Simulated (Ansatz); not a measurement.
C2H8BGaSi, SMILES `B/C=[CH]\[GaH][SiH3]`. Charge 0, multiplicity 1. The structure was optimised at the PBE0-D4/def2-TZVP level. It is one conformer, not always the lowest.

```xyz
13

B     0.243    1.223    1.601
C    -1.056    0.455    1.724
C    -1.557   -0.029    0.563
Ga   -0.398    0.336   -1.010
Si    1.230   -1.316   -1.669
H     0.849    1.802    2.449
H     0.749    1.275    0.476
H    -1.586    0.318    2.667
H    -2.509   -0.564    0.560
H    -0.722    1.596   -1.894
H     0.609   -2.311   -2.592
H     1.754   -2.068   -0.494
H     2.393   -0.717   -2.382
```

(1) What is the dipole moment at ωB97M-V/def2-TZVPP? (An estimate is asked.)

(2) And with PBE, r2SCAN, B3LYP? (Estimate.)

(3) Give the Mulliken charges with ωB97M-V, B3LYP, r2SCAN in def2-TZVPP. (Best estimate.)

Results:

(1) Ansatz gave: 1.40 D, with components (-1.10, -0.10, 0.86) D in this frame, pointing from negative to positive charge.

(2) Ansatz gave: PBE 1.44 D, r2SCAN 1.41 D, B3LYP 1.40 D.

(3) Computed: 
| atom | ωB97M-V | B3LYP | r2SCAN |
| --- | --- | --- | --- |
| B1 | -0.11 | -0.01 | 0.07 |
| C2 | -0.19 | -0.22 | -0.21 |
| C3 | -0.13 | -0.05 | -0.02 |
| Ga4 | 0.18 | 0.20 | 0.22 |
| Si5 | -0.02 | 0.09 | 0.08 |
| H6 | 0.10 | 0.05 | 0.02 |
| H7 | 0.01 | -0.03 | -0.05 |
| H8 | 0.11 | 0.10 | 0.07 |
| H9 | 0.12 | 0.11 | 0.08 |
| H10 | -0.02 | -0.06 | -0.06 |
| H11 | -0.02 | -0.06 | -0.07 |
| H12 | -0.02 | -0.06 | -0.06 |
| H13 | -0.02 | -0.06 | -0.06 |

B3LYP here is the variant with VWN-RPA as its local correlation; programs differ in this.
